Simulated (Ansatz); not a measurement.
Born–Oppenheimer molecular dynamics of C2H7FSi (11 atoms, charge 0, multiplicity 1). It goes on from the last frame of an earlier run, with new velocities.

Level of theory: RKS B3LYP/6-31G in Ansatz 0.2.0.

```json
{"ensemble": "NVT, Langevin thermostat", "time step": "1 fs", "steps asked": "166", "set temperature": "700 K", "friction": "0.005 /fs", "seed": "962638"}
```

Frames 10 fs apart, positions in Å, forces in eV/Å.

Velocities at 20 fs (Å/ps):

```
Si -2.18 -2.06 -4.66
H 2.62 -9.98 39.47
F -2.10 4.21 1.80
C 0.63 -4.71 5.78
H -29.25 -17.13 42.14
H -13.94 7.59 -29.48
H 2.95 -9.12 18.92
C -1.94 -2.88 -0.19
H 40.94 15.80 10.41
H 7.86 -3.76 18.37
H 32.75 4.87 29.64
```

```xyz
11
Properties=species:S:1:pos:R:3:forces:R:3 time_fs=20 energy_less_start_eV=0.202 T=468
Si 0.048 -0.079 -0.009 0.17 1.85 -1.93
H 0.525 -0.137 1.360 0.08 -0.31 1.01
F 1.530 0.310 -0.863 -0.79 -0.62 0.23
C -1.025 1.540 -0.348 1.31 -1.39 1.79
H -1.110 1.657 -1.402 0.16 0.74 -0.91
H -1.981 1.390 0.068 -1.76 -0.53 0.32
H -0.661 2.363 0.281 0.54 0.23 -0.89
C -0.869 -1.647 -0.555 -2.08 -0.01 -1.38
H -0.347 -2.463 -0.999 1.31 -0.54 -0.27
H -1.308 -2.067 0.329 -0.34 -0.29 0.98
H -1.771 -1.593 -1.285 1.40 0.88 1.05
11
Properties=species:S:1:pos:R:3:forces:R:3 time_fs=30 energy_less_start_eV=0.290 T=391
Si 0.049 -0.075 -0.044 -0.54 0.89 1.12
H 0.475 -0.301 1.390 0.05 0.13 -0.07
F 1.501 0.342 -0.837 0.02 -0.35 -0.35
C -1.064 1.459 -0.248 2.23 1.30 -1.44
H -1.084 1.759 -1.313 0.01 -0.53 -0.14
H -2.070 1.304 -0.003 -1.56 -0.15 0.97
H -0.612 2.396 0.160 -0.51 -0.80 0.54
C -0.870 -1.683 -0.530 -0.78 3.01 -2.04
H -0.050 -2.260 -0.892 0.03 -1.30 -0.92
H -1.204 -2.051 0.410 -0.86 -0.66 0.57
H -1.715 -1.345 -1.317 1.92 -1.54 1.76
11
Properties=species:S:1:pos:R:3:forces:R:3 time_fs=40 energy_less_start_eV=0.307 T=309
Si 0.056 -0.041 -0.030 -0.35 -0.86 2.51
H 0.483 -0.356 1.464 -0.19 0.46 -0.99
F 1.477 0.341 -0.821 0.79 0.03 -0.73
C -1.086 1.431 -0.215 0.92 0.62 -0.17
H -1.057 1.657 -1.307 -0.39 0.39 0.77
H -2.069 1.209 0.141 -1.00 -0.43 -0.15
H -0.769 2.275 0.429 0.21 -0.10 -0.74
C -0.806 -1.634 -0.514 -2.75 -1.09 -3.71
H -0.261 -2.451 -1.030 0.47 0.57 0.35
H -1.289 -2.137 0.317 -0.08 0.20 0.62
H -1.742 -1.508 -1.352 2.37 0.19 2.23
11
Properties=species:S:1:pos:R:3:forces:R:3 time_fs=50 energy_less_start_eV=0.230 T=470
Si 0.061 -0.032 0.052 -0.21 -0.49 -2.12
H 0.452 -0.195 1.414 0.52 -0.11 1.50
F 1.472 0.338 -0.840 0.12 -0.13 0.03
C -1.106 1.412 -0.164 -0.87 0.85 -0.96
H -1.214 1.816 -1.220 0.61 -0.51 1.03
H -2.125 1.046 0.043 0.08 0.24 0.44
H -0.834 2.253 0.500 -0.30 -0.27 -0.23
C -0.787 -1.677 -0.531 -1.60 1.58 -2.09
H -0.127 -2.473 -0.949 -0.60 0.72 0.02
H -1.221 -2.025 0.388 -0.57 -0.64 0.53
H -1.745 -1.347 -1.286 2.82 -1.26 1.85
11
Properties=species:S:1:pos:R:3:forces:R:3 time_fs=60 energy_less_start_eV=0.052 T=569
Si 0.077 -0.031 0.126 0.14 0.52 -0.59
H 0.562 -0.033 1.588 -0.09 -0.24 -0.58
F 1.477 0.330 -0.877 -0.84 -0.39 0.71
C -1.160 1.427 -0.121 -0.01 0.15 0.54
H -1.057 1.890 -1.128 -0.51 -0.60 0.44
H -2.176 1.050 0.153 0.45 0.26 -0.79
H -0.983 2.244 0.596 0.27 -0.11 -0.04
C -0.777 -1.659 -0.497 -0.86 0.71 -2.54
H -0.041 -2.337 -0.998 -0.52 0.44 0.37
H -1.263 -2.207 0.302 -0.21 -0.12 0.26
H -1.626 -1.380 -1.350 2.17 -0.63 2.22
11
Properties=species:S:1:pos:R:3:forces:R:3 time_fs=70 energy_less_start_eV=0.080 T=534
Si 0.092 -0.011 0.164 -0.16 0.09 0.44
H 0.658 0.043 1.615 -0.20 -0.28 -0.83
F 1.445 0.328 -0.897 -0.80 -0.27 0.64
C -1.179 1.413 -0.039 -0.55 -0.74 -0.98
H -1.020 1.754 -1.086 0.17 0.61 0.68
H -2.265 1.105 -0.077 1.05 -0.04 0.59
H -1.001 2.147 0.747 -0.17 0.46 -0.39
C -0.755 -1.603 -0.486 -0.36 0.72 -2.78
H -0.008 -2.228 -1.006 -0.12 0.10 0.14
H -1.361 -2.268 0.094 -0.23 -0.12 1.10
H -1.487 -1.234 -1.335 1.36 -0.52 1.39
11
Properties=species:S:1:pos:R:3:forces:R:3 time_fs=80 energy_less_start_eV=0.147 T=495
Si 0.098 0.000 0.189 -0.54 0.08 -1.83
H 0.702 -0.046 1.464 0.74 -0.29 1.74
F 1.369 0.328 -0.906 0.27 0.19 -0.02
C -1.158 1.387 0.011 -0.92 0.74 -0.60
H -0.850 1.993 -0.866 -0.54 -0.88 -0.61
H -2.211 0.964 -0.062 1.20 0.69 -0.22
H -1.169 2.243 0.675 0.00 -0.30 1.29
C -0.712 -1.571 -0.549 1.58 1.61 0.37
H 0.068 -2.186 -0.975 0.02 -0.44 -0.19
H -1.227 -2.042 0.236 -1.08 -1.10 0.75
H -1.341 -1.141 -1.302 -0.72 -0.29 -0.67
11
Properties=species:S:1:pos:R:3:forces:R:3 time_fs=90 energy_less_start_eV=0.255 T=329
Si 0.100 0.011 0.201 0.59 -0.45 0.13
H 0.801 -0.254 1.589 -0.61 0.22 -0.90
F 1.310 0.339 -0.933 0.88 0.42 -0.22
C -1.127 1.443 0.066 -1.97 -2.43 -1.01
H -0.975 1.924 -0.907 0.22 0.61 0.50
H -2.123 0.883 -0.089 1.03 0.71 0.23
H -1.295 2.020 0.939 0.27 1.23 0.59
C -0.661 -1.531 -0.567 1.74 -0.60 0.86
H 0.005 -2.279 -0.995 0.77 0.28 0.06
H -1.175 -2.068 0.162 -1.15 -1.14 1.87
H -1.367 -1.390 -1.299 -1.75 1.15 -2.09
11
Properties=species:S:1:pos:R:3:forces:R:3 time_fs=100 energy_less_start_eV=0.249 T=480
Si 0.102 0.016 0.181 -0.35 -0.43 0.50
H 0.695 -0.428 1.592 -0.22 0.72 -1.10
F 1.300 0.386 -0.972 0.56 0.20 0.19
C -1.153 1.454 0.144 -0.82 -0.40 -0.87
H -0.927 2.207 -0.628 0.07 -0.54 -0.36
H -2.174 0.992 -0.090 1.22 0.83 0.53
H -1.150 2.067 1.019 -0.41 0.08 1.12
C -0.661 -1.552 -0.559 4.13 0.14 2.92
H 0.224 -2.079 -0.927 -0.16 -0.46 -0.03
H -1.131 -2.103 0.200 -0.85 -1.08 0.97
H -1.250 -1.346 -1.320 -3.18 0.94 -3.86
11
Properties=species:S:1:pos:R:3:forces:R:3 time_fs=110 energy_less_start_eV=0.206 T=514
Si 0.090 0.025 0.152 -1.72 0.49 -2.69
H 0.644 -0.174 1.414 1.25 -0.20 2.08
F 1.321 0.439 -1.016 -0.49 -0.02 0.77
C -1.189 1.490 0.223 -0.77 -1.22 -0.61
H -0.834 2.196 -0.507 0.02 0.74 -0.32
H -2.303 1.334 0.063 1.40 -0.43 -0.17
H -1.118 1.881 1.203 0.24 0.91 1.20
C -0.641 -1.576 -0.538 3.24 -0.72 2.49
H 0.212 -2.118 -0.960 0.04 -0.22 -0.03
H -1.085 -2.228 0.201 -0.41 -0.04 0.25
H -1.246 -1.354 -1.304 -2.80 0.71 -2.96
11
Properties=species:S:1:pos:R:3:forces:R:3 time_fs=120 energy_less_start_eV=0.174 T=562
Si 0.055 0.060 0.119 1.96 0.50 0.40
H 0.923 0.183 1.469 -0.90 -0.66 -0.99
F 1.314 0.495 -1.033 -0.92 -0.15 0.43
C -1.183 1.533 0.308 -0.44 -1.64 -2.15
H -0.839 2.301 -0.373 0.05 0.41 -0.37
H -2.222 1.251 0.010 0.63 0.33 0.51
H -1.084 1.908 1.281 -0.26 0.52 1.69
C -0.599 -1.627 -0.545 1.15 -1.02 2.28
H 0.135 -2.287 -1.040 0.07 0.55 0.29
H -1.125 -2.248 0.210 0.60 0.30 0.23
H -1.368 -1.455 -1.199 -1.95 0.87 -2.33
11
Properties=species:S:1:pos:R:3:forces:R:3 time_fs=130 energy_less_start_eV=0.109 T=556
Si 0.056 0.103 0.073 1.53 -0.50 1.01
H 0.969 -0.005 1.349 -0.80 -0.19 -0.53
F 1.280 0.550 -1.044 -0.32 0.16 -0.36
C -1.169 1.532 0.370 -0.94 -1.29 -1.24
H -0.959 2.394 -0.222 0.37 0.69 -0.82
H -2.181 1.194 0.101 0.02 0.09 -0.08
H -1.229 1.881 1.360 0.25 0.17 1.72
C -0.605 -1.683 -0.514 1.56 2.06 1.37
H 0.280 -2.121 -1.015 -0.59 -0.32 0.52
H -0.928 -2.133 0.451 0.00 -0.39 -1.08
H -1.355 -1.447 -1.232 -1.07 -0.48 -0.51
```

Of the whole run (166 fs, mean temperature of the second half 471 K): The mean temperature of the second half is 33 % below the set value. A run of 0.17 ps of so small a system gives no equilibrium averages. Limits of this set-up: no polarisation functions.

Time of the run: 6.7 min on 1 thread of Arm Neoverse V1 (shared host), peak memory 0.12 GiB.
